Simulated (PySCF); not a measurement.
## Frontier levels across methods

Species: C₃H₈O₂Si.
SMILES with atom numbers: `[SiH3:1][O:2][CH:3]1[CH2:4][O:5][CH2:6]1` (hydrogens: H7, H8, H9 on Si1; H10 on C3; H11, H12 on C4; H13, H14 on C6)

Geometry (PBE0-D3(BJ)/def2-SVP, Å), atoms numbered from 1 in this order:
```xyz
14
C3H8O2Si angstrom
Si     2.304    0.075    0.412
O      0.805    0.166   -0.319
C     -0.389    0.340    0.374
C     -1.154   -0.915    0.823
O     -2.326   -0.486    0.139
C     -1.620    0.573   -0.502
H      3.306    0.034   -0.685
H      2.522    1.273    1.283
H      2.420   -1.153    1.258
H     -0.283    1.091    1.180
H     -1.320   -1.056    1.904
H     -0.721   -1.840    0.397
H     -1.404    0.365   -1.566
H     -2.137    1.543   -0.414
```

Basis pcSseg-1 throughout (PySCF), one geometry. The structure is a single PBE0-D3(BJ)/def2-SVP conformer in the gas phase; no vibrational or solvent corrections.

How do the orbital energies, the gap and the dipole change with the method?

| method | kind | HOMO (eV) | LUMO (eV) | gap (eV) | μ (D) | SCF cycles |
| --- | --- | --- | --- | --- | --- | --- |
| BLYP | GGA | -5.59 | -0.51 | 5.08 | 1.85 | 15 |
| OPBE | GGA | -5.67 | -0.41 | 5.26 | 1.81 | 16 |
| PBE | GGA | -5.68 | -0.66 | 5.02 | 1.84 | 15 |
| B97-D | GGA | -5.74 | -0.47 | 5.27 | 1.87 | 15 |
| LDA | LDA | -5.76 | -0.95 | 4.81 | 1.95 | 14 |
| BP86 | GGA | -5.80 | -0.70 | 5.10 | 1.85 | 15 |
| KT2 | GGA | -5.86 | -0.81 | 5.05 | 1.85 | 16 |
| KT3 | GGA | -5.90 | -0.65 | 5.25 | 1.83 | 16 |
| B97-2 | global hybrid | -7.03 | 0.26 | 7.29 | 2.00 | 13 |
| B3LYP | global hybrid | -7.05 | 0.02 | 7.06 | 1.99 | 13 |
| PBE0 | global hybrid | -7.30 | 0.22 | 7.52 | 2.01 | 13 |
| mPW1PW91 | global hybrid | -7.34 | 0.26 | 7.60 | 2.03 | 13 |
| CAM-B3LYP | range-separated hybrid | -8.73 | 1.26 | 9.99 | 2.07 | 13 |
| BHandHLYP | global hybrid | -8.86 | 1.13 | 9.99 | 2.16 | 13 |
| wB97X-D | range-separated hybrid | -9.24 | 2.04 | 11.27 | 2.06 | 14 |
| LC-wPBE | range-separated hybrid | -10.07 | 2.47 | 12.53 | 2.09 | 13 |
| HF | Hartree–Fock | -11.32 | 3.46 | 14.78 | 2.29 | 10 |

The HOMO spans 5.73 eV, from BLYP down to HF, and the gap runs from 4.81 eV (LDA) to 14.78 eV (HF). Over the methods BLYP (0 %), OPBE (0 %), PBE (0 %), B97-D (0 %), LDA (0 %), BP86 (0 %), KT2 (0 %), KT3 (0 %), B97-2 (21 %), B3LYP (20 %), PBE0 (25 %), mPW1PW91 (25 %), BHandHLYP (50 %), HF (100 %), a straight line through the gap against the share of exact exchange rises by 0.97 eV for each 10 % (correlation coefficient 0.999). The dipole ranges from 1.81 D (OPBE) to 2.29 D (HF). This basis has no diffuse functions.
